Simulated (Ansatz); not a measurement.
Gas-phase electronic energies from Ansatz, PBE0-D4/def2-TZVP geometries. CCSD(T)/CBS adds triple-zeta CCSD(T) − MP2 to the extrapolated MP2 energy (def2 sets, frozen cores). This one scheme is used for every species. DFT in def2-TZVPP. B3LYP here is the variant with VWN-RPA as its local correlation; programs differ in this. Each species was taken in one conformer, which may not be the lowest.

Reaction (substitution at a C–C bond): `CBCCCl` + H–F → `CBCF` + `CCl`

```csv
level,ΔE (kJ/mol),difference from CCSD(T)/CBS
PBE-D4,54.3,-13.0
PBE0-D4,58.5,-8.8
B3LYP-D4,48.8,-18.5
CAM-B3LYP-D4,47.2,-20.1
BLYP,32.4,-34.9
CAM-B3LYP,41.2,-26.1
HF/def2-SVP,30.8,-36.5
MP2/def2-SVP,65.4,-1.9
MP2/def2-QZVPP,77.3,10.0
MP2/CBS(def2),78.9,11.6
CCSD(T)/CBS,67.3,0
```

Largest T1 diagnostic among the species: 0.010.

At CCSD(T), def2-SVP lies −12.4 kJ/mol from the extrapolated value and def2-TZVPP −3.9 kJ/mol. The D4 term adds +10.3 kJ/mol with B3LYP and +5.8 kJ/mol with PBE0; it sums over pairs of atoms, weighted by their polarisabilities, and B3LYP, whose exchange is more repulsive, gets the larger term. From r2SCAN to r2SCAN0 (25 % exact exchange), in def2-TZVPP and without D4, ΔE moves by +4.2 kJ/mol.

CCSD(T)/CBS has its own doubt, a few kJ/mol and more with outer-core shells, so smaller differences from it don't rank the levels.
